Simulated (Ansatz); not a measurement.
Coupled-cluster diagnostics for the cluster Be4S4⁺ (the lowest doublet isomer of a short search), Ansatz.

Geometry of the doublet (PBE-D4/def2-SVP):

Cartesian coordinates in Å:
```
Be 1.301 0.170 -0.805
Be -0.715 1.200 -0.139
Be -0.747 -0.994 -0.655
Be -0.023 -0.351 1.499
S -1.917 -0.171 0.842
S 1.203 1.278 0.981
S 1.164 -1.611 0.304
S -0.266 0.479 -2.028
```

Correlated methods freeze 20 core orbitals. The structure comes from a short search, and lower isomers may exist.

**Question.** Estimate the CCSD(T) correlation energy, the shares of MP2 and (T), T1 and the reference's ⟨S²⟩ for: charge 1, doublet, own geometry in def2-SVP; and the rough time on 4 threads of Intel Xeon Platinum 8488C on a shared host.

**Answer.** 
```csv
state,basis,correlation (eV),MP2 share (%),(T) share (%),T1,⟨S²⟩ (pure),wall time
"charge 1, doublet, own geometry",def2-SVP,-18.531,89.2,4.0,0.013,0.78 (0.75),15 s
```
Customary marks for T1 are 0.02 (closed shells), 0.045 (open shells) and about 0.05 (3d metals). T1 stays under 0.02 throughout.
